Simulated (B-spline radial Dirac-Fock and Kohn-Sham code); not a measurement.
**What relativity does to the binding energies of Re¹¹⁺**

System: rhenium as Re¹¹⁺, configuration 1s2 2s2 2p6 3s2 3p6 3d10 4s2 4p6 4d10 4f14 5s2 5p2.

Both columns are ΔSCF binding energies of the configuration average from a radial atomic solver: non-relativistic Hartree-Fock with a point nucleus, and Dirac-Fock with a finite nucleus and the Coulomb interaction alone, averaged over the two j levels with weights 2j+1.

| shell | Hartree-Fock (eV) | Dirac-Fock (eV) | shift (eV) | shift (%) |
| --- | --- | --- | --- | --- |
| 1s | 66238.3 | 72252.6 | +6014.37 | +9.08 |
| 2s | 11192.0 | 12792.4 | +1600.44 | +14.30 |
| 2p | 10721.4 | 11256.3 | +534.85 | +4.99 |
| 3s | 2759.4 | 3156.9 | +397.41 | +14.40 |
| 3p | 2540.4 | 2690.6 | +150.21 | +5.91 |
| 3d | 2137.0 | 2121.4 | -15.57 | -0.73 |
| 4s | 739.6 | 838.8 | +99.20 | +13.41 |
| 4p | 646.0 | 682.1 | +36.13 | +5.59 |
| 4d | 476.7 | 473.7 | -3.03 | -0.64 |
| 4f | 252.2 | 243.1 | -9.11 | -3.61 |
| 5s | 248.6 | 269.6 | +20.95 | +8.43 |
| 5p | 220.0 | 226.9 | +6.92 | +3.14 |

Relativity binds 1s, 2s, 2p, 3s, 3p, 4s, 4p, 5s, 5p more strongly, among those listed most of all 3s in relative terms, and 3d, 4d, 4f more weakly, because the contracted s and p shells screen the nucleus better.

Values without a named source are computed, but for edge energies of neutral atoms, which are taken from tables.
